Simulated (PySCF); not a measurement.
Compound: SnHMe2(SiH3), C₂H₁₀SiSn.
SMILES: `[H][Sn]([CH3])([CH3])[SiH3]`

Computed, not measured: PySCF 2.14.0, PBE0-D3(BJ)/def2-SVP geometry optimisation, gas phase, def2 core potentials past Kr.

Masses are those of the commonest isotopes; rigid-rotor values at the optimised geometry. 

What are A, B and C (GHz)?

Ia = 133.93, Ib = 254.00, Ic = 327.25 u·Å²; 505379 MHz·u·Å²/I gives 3773, 1990 and 1544 MHz, that is A = 3.7735, B = 1.9897, C = 1.5443 GHz.

What kind of rotor is it?

An asymmetric top: κ = (2 × 1990 − 3773 − 1544)/(3773 − 1544) = -0.60.

Is it planar, by Δ = Ic − Ia − Ib?

Not planar: Δ = Ic − Ia − Ib = -60.68 u·Å². For a rigid frame Δ = −2 Σ m c², so Σ m c² = 30.34 u·Å² lies off the ab plane: 13.42 from hydrogen and 16.92 from heavier atoms. The atom farthest from that plane is 1.91 Å away.

Give the other two planar moments, Paa and Pbb, and the rms extents of the mass along the axes.

Paa = Σ m a² = (Ib + Ic − Ia)/2 = 223.66 and Pbb = Σ m b² = (Ia + Ic − Ib)/2 = 103.59 u·Å². With the mass M = 181.96 u, the rms extents √(P/M) along a, b and c are 1.11, 0.75, 0.41 Å.

List the rotational levels J(Ka,Kc) to J = 4 (MHz).

Above 0(0,0):
J = 1: 1(0,1) 3534, 1(1,1) 5318, 1(1,0) 5763
J = 2: 2(0,2) 10528, 2(1,2) 11940, 2(1,1) 13276, 2(2,1) 18628, 2(2,0) 18701
J = 3: 3(0,3) 20849, 3(1,3) 21832, 3(1,2) 24496, 3(2,2) 29230, 3(2,1) 29585, 3(3,1) 39305, 3(3,0) 39313
J = 4: 4(0,4) 34346, 4(1,4) 34950, 4(1,3) 39351, 4(2,3) 43308, 4(2,2) 44302, 4(3,2) 53567, 4(3,1) 53621, 4(4,1) 67501, 4(4,0) 67502
The levels of one J sum to (2J + 1)J(J + 1)(A + B + C)/3.

Which lines would a microwave search look for?

The dipole components are |μa| = 0.85 D, |μb| = 0.00 D, |μc| = 0.49 D. Intensities carry the squares of the components, which stand as 1.00 : 0.00 : 0.33 (a : b : c). Some lines, for components of 0.1 D or more:

```tsv
type	branch	J(Ka,Kc)	MHz	lower level (cm⁻¹)
a	Q	3(2,1) ← 3(2,2)	355	0.975
a	Q	1(1,0) ← 1(1,1)	445	0.177
c	Q	4(1,4) ← 4(0,4)	604	1.146
c	Q	3(1,3) ← 3(0,3)	983	0.695
c	Q	2(1,2) ← 2(0,2)	1412	0.351
a	Q	3(1,2) ← 3(1,3)	2664	0.728
c	Q	3(3,1) ← 3(2,1)	9720	0.987
a	R	3(1,3) ← 2(1,2)	9891	0.398
a	R	3(0,3) ← 2(0,2)	10320	0.351
a	R	3(1,2) ← 2(1,1)	11220	0.443
a	R	4(1,3) ← 3(1,2)	14855	0.817
c	R	3(3,0) ← 2(2,0)	20611	0.624
c	R	4(2,3) ← 3(1,3)	21477	0.728
```

Stationary, but not proved a minimum. Zero-point vibration and centrifugal distortion are left out. A rigid rotor knows nothing of internal rotation, which can split or shift real lines.

Time: 53 s of wall time; peak memory 0.49 GiB. Hardware: one thread, Arm Neoverse V1 (aarch64), shared host. These figures are those of the optimisation.
